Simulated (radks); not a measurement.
Task: Tl3+, 78 electrons, occupied as [Xe] 4f14 5d10. Calculated with a radial shooting solver on a logarithmic mesh with Libxc functionals: non-relativistic Kohn-Sham, r2SCAN, spin-polarised, spherical densities, point nucleus; meta-GGA in the generalised Kohn-Sham scheme; relativity is left out, which matters for an element this heavy. Some entries of the table are withheld. Estimate them.

| orbital | occ. | eigenvalue (hartree) | <r^2> (bohr^2) | r(max) (bohr) |
|---|---|---|---|---|
| 1s | 2 | -2833.693 | 0.0004668 | 0.01240 |
| 2s | 2 | (1) | 0.007244 | 0.06734 |
| 2p | 6 | -459.6422 | 0.005342 | 0.05224 |
| 3s | 2 | -114.2975 | 0.04458 | 0.1836 |
| 3p | 6 | -105.7197 | 0.04102 | 0.1726 |
| 3d | 10 | -89.74144 | 0.03154 | 0.1357 |
| 4s | 2 | (2) | 0.2111 | 0.4079 |
| 4p | 6 | -22.15577 | 0.2160 | 0.4068 |
| 4d | 10 | -15.21422 | 0.2254 | 0.3987 |
| 4f | 14 | -5.88325 | 0.2502 | 0.3544 |
| 5s | 2 | -4.91804 | 1.069 | 0.8958 |
| 5p | 6 | -3.67579 | 1.246 | 0.9444 |
| 5d | 10 | -1.68460 | 2.003 | 1.101 |

Result: 
(1) 2s eigenvalue (hartree): -477.7569
(2) 4s eigenvalue (hartree): -25.93080
